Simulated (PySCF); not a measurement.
# Correlation energy of Ni (nickel, neutral)

[Ar] 3d7 4s2 4p1, one real determinant (an excited configuration). All numbers are calculated (PySCF 2.14, the spin-free X2C one-electron Hamiltonian (Gaussian nucleus), in x2c-QZVPPall). Frozen: [Ne]; 18 electrons correlated.

MP2 pair energies summed by pair of shells (mhartree):

```json
{"pair": "3p-3d", "energy": "-199.87", "share (%)": "31.3"}
{"pair": "3d-3d", "energy": "-192.06", "share (%)": "30.1"}
{"pair": "3p-3p", "energy": "-58.13", "share (%)": "9.1"}
{"pair": "3d-4s", "energy": "-49.81", "share (%)": "7.8"}
{"pair": "3s-3d", "energy": "-42.57", "share (%)": "6.7"}
{"pair": "3s-3p", "energy": "-29.22", "share (%)": "4.6"}
{"pair": "4s-4s", "energy": "-18.23", "share (%)": "2.9"}
{"pair": "3p-4s", "energy": "-16.13", "share (%)": "2.5"}
{"pair": "4s-4p", "energy": "-15.38", "share (%)": "2.4"}
{"pair": "3d-4p", "energy": "-8.03", "share (%)": "1.3"}
{"pair": "3s-3s", "energy": "-4.59", "share (%)": "0.7"}
{"pair": "3p-4p", "energy": "-2.51", "share (%)": "0.4"}
{"pair": "3s-4s", "energy": "-1.90", "share (%)": "0.3"}
{"pair": "3s-4p", "energy": "-0.27", "share (%)": "0.0"}
```

Total MP2 correlation energy: -638.69 mhartree.

Same-spin part -206.14 and opposite-spin part -432.55 mhartree; SCS-MP2 scales them by 1/3 and 6/5 to -587.78 mhartree.

The basis was made for the ground configuration and has no added diffuse functions, which can raise the energy of the promoted electron.

The reference is one real determinant that mixes LS terms of this configuration.

This basis was not built for core-valence correlation, so the inner-shell part is incomplete.
